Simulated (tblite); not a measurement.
F₄Te, charge -1, doublet, at a GFN2-xTB geometry (a state made from the parent by changing its charge; the spin is typed, not shown lowest); tblite with GFN1-xTB.

tblite was given this input:
```
$ tblite run mol.xyz --method gfn1 --charge -1 --spin 1 --guess eeq --json tblite.json --no-restart

# file mol.xyz
5

Te     0.07557501     0.01248993     0.10337542
F      0.96051296     1.97270793    -0.10944578
F      1.54213324    -1.56088486    -0.10772023
F     -1.25744532    -1.53123361    -0.18942752
F     -1.68185650     1.04724648    -0.19068666
```

The log (banner, timings and long lists left out):

```
xTB calculator
 | screened Coulomb repulsion
 | Coulomb electrostatics
 |  * isotropic Klopman-Ohno-Mataga-Nishimoto electrostatics
 |  * onsite third-order electrostatics
 | DFT-D3(BJ) dispersion correction

halogen bonding energy    0.0000000000000E+00 Eh
repulsion energy          1.4931497593826E-03 Eh
dispersion energy        -1.0432763249731E-03 Eh
number of electrons       3.5000000000000E+01 e
integral cutoff           2.5289693214950E+01 bohr

------------------------------------------------------------
  cycle        total energy    energy error   density error
------------------------------------------------------------
      1     -24.60076487889  -2.4601215E+01   4.6619403E-01
      2     -24.59192838984   8.8364891E-03   1.8335242E-01
      3     -24.57804764850   1.3880741E-02   2.8770312E-01
      4     -24.63504299109  -5.6995343E-02   3.0881165E-02
      5     -24.63628328980  -1.2402987E-03   9.0879004E-03
      6     -24.63639636133  -1.1307153E-04   1.0414640E-03
      7     -24.63639733056  -9.6922650E-07   5.9755034E-04
      8     -24.63639776034  -4.2978088E-07   1.2400050E-05
------------------------------------------------------------

electronic energy        -2.4636847633775E+01 Eh
total energy             -2.4636397760340E+01 Eh

Post processing:
 | Mayer-Wiberg bond orders

[Info] JSON dump of results written to 'tblite.json'
```
